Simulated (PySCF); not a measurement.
## Electron correlation in N (nitrogen, neutral)

[He] 2s1 2p4, high-spin 4P determinant (an excited configuration). Calculation: PySCF 2.14, in def2-TZVPPD; no relativity, point nucleus. Frozen: nothing; 7 electrons correlated.

MP2 pair energies summed by pair of shells (mhartree):

| pair | energy | share (%) |
| --- | --- | --- |
| 2p-2p | -77.02 | 70.7 |
| 2s-2p | -14.16 | 13.0 |
| 1s-1s | -12.85 | 11.8 |
| 1s-2p | -3.88 | 3.6 |
| 1s-2s | -1.09 | 1.0 |

Total MP2 correlation energy: -109.00 mhartree.

Same-spin part -30.25 and opposite-spin part -78.75 mhartree; SCS-MP2 scales them by 1/3 and 6/5 to -104.58 mhartree.

This basis was not built for core-valence correlation, so the inner-shell part is incomplete.
